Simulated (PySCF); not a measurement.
## NaSn and its ions

PBE0; PySCF, scalar-relativistic core potentials, basis sets Na def2-SVP, Sn def2-SVP with ECP28. Neutral (UKS): quartet (σ ↑, π ↑↑), Re = 2.918 Å, ωe = 180 cm⁻¹, De = 1.18 eV, HOMO -4.07 eV, LUMO -2.11 eV.

NaSn⁺ (UKS): triplet (σ ↑, π ↑), Re = 3.409 Å, ωe = 106 cm⁻¹, De = 0.60 eV to Na⁺ + Sn. The energies at the minima are -376.41308 hartree for NaSn and -376.19982 for NaSn⁺.

Q: Work out the adiabatic ionisation energy, without and with harmonic zero-point energies (1 hartree = 27.2114 eV, 1 eV = 8065.5 cm⁻¹), and the change of the bond length.

A: At PBE0: 0.21326 hartree = 5.803 eV between the minima; the zero-point term (106.0 − 180.0)/2 cm⁻¹ = -0.005 eV makes it 5.799 eV. Re changes by +49.1 pm against the neutral. The electron leaves a π orbital, and the ion is left as a loose complex of an ion and an atom.

Spin–orbit coupling is left out, which matters for elements this heavy, above all for dissociation energies. For an ion De counts to the pair picked by the measured ionisation energies or electron affinities, which need not be the lowest pair at this level. States were picked by a PBE0 search and need not be the measured ground states.
